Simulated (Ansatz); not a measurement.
Isolated molecules relaxed with PBE0-D4/def2-TZVP in Ansatz; ΔE leaves out vibrations. CCSD(T)/CBS adds triple-zeta CCSD(T) − MP2 to the extrapolated MP2 energy (def2 sets, frozen cores). This one scheme is used for every species, atoms too. Functionals use def2-TZVPP. B3LYP here is the variant with VWN-RPA as its local correlation; programs differ in this. Open shells (•) are unrestricted, without spin–orbit coupling. Spin–orbit coupling would lower the free atoms: a little for C, F, O, Si. Each species was taken in one conformer, which may not be the lowest.

`C=C(F)O[SiH2]C` → 3 C• + F• + 7 H• + O• + Si•  (atomization)

`C=C(F)O[SiH2]C`:

```xyz
13

C    -0.426   -2.345    1.387
C    -0.036   -1.173    0.916
F     1.270   -0.894    0.754
O    -0.810   -0.167    0.554
Si   -0.332    1.340   -0.010
C     0.514    1.218   -1.656
H    -1.478   -2.545    1.511
H     0.308   -3.091    1.646
H    -1.618    2.066   -0.108
H     0.541    1.987    1.001
H    -0.121    0.710   -2.385
H     1.456    0.673   -1.574
H     0.731    2.221   -2.036
```

Question: What is ΔE at CCSD(T)/CBS? (An estimate is asked.)

Answer: Computed: +1217.9 kcal/mol.

Question: What do these levels give: PBE0-D4, B3LYP-D4, r2SCAN, PBE0, HF/def2-TZVPP, MP2/def2-TZVPP? (Best estimate.)

Answer: The calculation gave: PBE0-D4 1220.3, B3LYP-D4 1218.1, r2SCAN 1222.3, PBE0 1215.1, HF/def2-TZVPP 893.6, MP2/def2-TZVPP 1209.9 kcal/mol.

Largest T1 diagnostic among the species: 0.012.

From PBE to PBE0 (25 % exact exchange), in def2-TZVPP and without D4, ΔE moves by −22.8 kcal/mol: exact exchange takes away binding that semilocal exchange gives to molecules. The D4 term adds +9.7 kcal/mol with B3LYP and +5.1 kcal/mol with PBE0; it sums over pairs of atoms, weighted by their polarisabilities, and B3LYP, whose exchange is more repulsive, gets the larger term. In def2-TZVPP, CCSD(T) changes the Hartree–Fock value by +293.7 kcal/mol (the triples alone add +18.1 kcal/mol) and MP2 by +316.3 kcal/mol; breaking electron pairs costs correlation energy, which Hartree–Fock lacks.

For atomizations the MP2-based limit and the directly extrapolated one differ by several kJ/mol either way, and by 10 to 25 for some Ge, Se and Sn compounds, so smaller differences from it don't rank the levels.
